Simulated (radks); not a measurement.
Spherical quantum dot in the effective-mass picture: electrons in a hard-walled sphere of radius 3.88, all in effective atomic units (hartree* = m*/eps^2 hartree, bohr* = eps/m* bohr), one dielectric constant everywhere. Method: non-relativistic Kohn-Sham, LDA (Slater exchange, Perdew-Wang correlation), spin-polarised, spherical densities; computed with a radial shooting solver with Libxc functionals. Levels are named by radial order and angular momentum (1s, 1p, 1d, 2s, ...), and open shells are averaged over m. Results are scaled to m* = 0.061 and eps = 5.4, for which hartree* = 56.92 meV and bohr* = 4.685 nm.

N = 5, configuration 1s2 1p(up 3, down 0). This is the lowest configuration that the search found. Occupied and some empty levels:

level    occupation  eigenvalue (meV)  <r> (nm)
1s up             1            109.00     10.45
1s down           1            114.09     10.40
1p up             3            123.46     11.51
1p down           0            128.75     11.52
1d up             0            144.79     12.24
1d down           0            150.06     12.26
2s up             0            167.99     8.631
2s down           0            171.53     8.626
1f up             0            171.97     12.79
1f down           0            177.13     12.81

Energy (meV): total 348.291, kinetic 160.80, external 0, Hartree 270.98, exchange-correlation -83.493.

Electron density:

r (nm)  n(r) (e/nm^3)
0.459       0.0002127
1.37        0.0002214
2.27        0.0002385
3.18        0.0002631
4.09        0.0002939
5.00        0.0003291
5.90        0.0003657
6.81        0.0004006
7.72        0.0004293
8.63        0.0004473
9.53        0.0004501
10.4        0.0004343
11.4        0.0003984
12.3        0.0003437
13.2        0.0002751
14.1        0.0001994
15.0        0.0001265
15.9       0.00006546
16.8       0.00002332
17.7        2.599e-06
